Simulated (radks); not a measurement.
Species: Ga13+. Configuration: [Ar]. Method: scalar-relativistic Kohn-Sham, r2SCAN, spin-polarised, spherical densities, finite nucleus; meta-GGA in the generalised Kohn-Sham scheme; Fermi nuclear charge, rms radius 3.9973 fm; computed with a radial shooting solver on a logarithmic mesh with Libxc functionals.

Normalised radial functions P(r) = r R(r), r in bohr:

```
   r/bohr * 2s, o 2p, + 3s (the largest magnitude, 2.27, reaches the edge; | marks zero, & curves that meet)
 0.002031                             o+ *
 0.002541                             o+ *
 0.003179                             o + *
 0.003977                             o +  *
 0.004976                             o  +  *
 0.006225                             o  +   *
 0.007788                             |o  +   *
 0.009744                             |o  +    *
  0.01219                             |o   +     *
  0.01525                             | o  +      *
  0.01908                             |  o  +      *
  0.02387                             |   o +      *
  0.02986                             |     &      *
  0.03736                             |    +  o  *
  0.04674                             |  +    *  o
  0.05895                             |+ *           o
  0.07375                         * + |                  o
  0.09226                 *     +     |                      o
   0.1154          *         +        |                        o
   0.1444    *              +         |                          o
   0.1807  *                 +        |                         o
    0.226    *                   +    |                     o
   0.2828         *                   |  +            o
   0.3538                *            |         &
   0.4426                      *      |     o         +
   0.5537                          *  | o               +
   0.6927                            *|o             +
   0.8667                             &        +
    1.084                             &   +
    1.356                             &+
    1.697                             &
```

2s: eigenvalue -1695.2 eV, 1 radial node at r = 0.0652 bohr, <r> = 0.216 bohr, 90 % of the charge inside 0.334 bohr. 2p: eigenvalue -1529.5 eV, 0 radial nodes, <r> = 0.190 bohr, 90 % of the charge inside 0.309 bohr. 3s: eigenvalue -509.43 eV, 2 radial nodes at r = 0.0628, 0.263 bohr, <r> = 0.579 bohr, 90 % of the charge inside 0.846 bohr.
